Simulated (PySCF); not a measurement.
## Ne⁺: ionisation energy

Ne⁺ [He] 2s2 2p5 (2P) → Ne²⁺ [He] 2s2 2p4 (3P), as a difference of total energies. Calculation: PySCF 2.14, in dyall-acv3z; no relativity, point nucleus. Correlated levels: valence: 1s2 frozen; virtual orbitals above 40 to 60 times the deepest correlated orbital energy dropped. The calculations carry no spin-orbit coupling.

| method | ionisation energy (eV) | error (eV) |
| --- | --- | --- |
| UHF | 39.272 | -1.691 |
| MP2 (valence) | 40.793 | -0.170 |
| SCS-MP2 (valence) | 40.790 | -0.173 |
| CCSD (valence) | 40.723 | -0.240 |
| CCSD(T) (valence) | 40.757 | -0.206 |

Reference: 40.963 eV (measured; NIST Atomic Spectra Database, ionization energies).

Errors of the correlated levels include the incompleteness of this basis and the frozen core.
